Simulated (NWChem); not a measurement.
A series in which one site is exchanged, each optimised at PBE0/def2-SVP with NWChem, gas phase unless a solvent is named. For some, no frequency run checked for a minimum. def2 effective core potentials on Ag, I; no spin-orbit coupling.

A: [OH2]->[Ag][Cl] (AgH₂OCl; site = Cl)
B: [AgH]<-[OH2] (AgH₃O; site = H)
C: [OH2]->[Ag][F] (AgH2OF; site = F)
D: [OH2]->[Ag][I] (AgH2OI; site = I)

| quantity | A | B | C | D |
|---|---|---|---|---|
| dipole (D), PBE0/def2-SVP | 8.69 | 6.76 | … | 8.83 |
| orbital gap (eV), PBE0/def2-SVP | 5.25 | 5.29 | … | 4.59 |
| vertical ionisation energy, ΔSCF, CAM-B3LYP/def2-SVP (eV) | 9.25 | 8.42 | … | 8.36 |
| static polarisability, CAM-B3LYP/def2-SVPD (bohr³) | 49.1 | 45.4 | … | 74.4 |
| lowest singlet excitation, CAM-B3LYP/def2-SVPD, TDA (eV) | 4.53 | 4.51 | … | 3.85 |

**Question.** What belongs in the gaps?

**Answer.** 
- dipole (D), PBE0/def2-SVP, C: 8.40
- orbital gap (eV), PBE0/def2-SVP, C: 5.58
- vertical ionisation energy, ΔSCF, CAM-B3LYP/def2-SVP (eV), C: 9.68
- static polarisability, CAM-B3LYP/def2-SVPD (bohr³), C: 32.8
- lowest singlet excitation, CAM-B3LYP/def2-SVPD, TDA (eV), C: 4.81
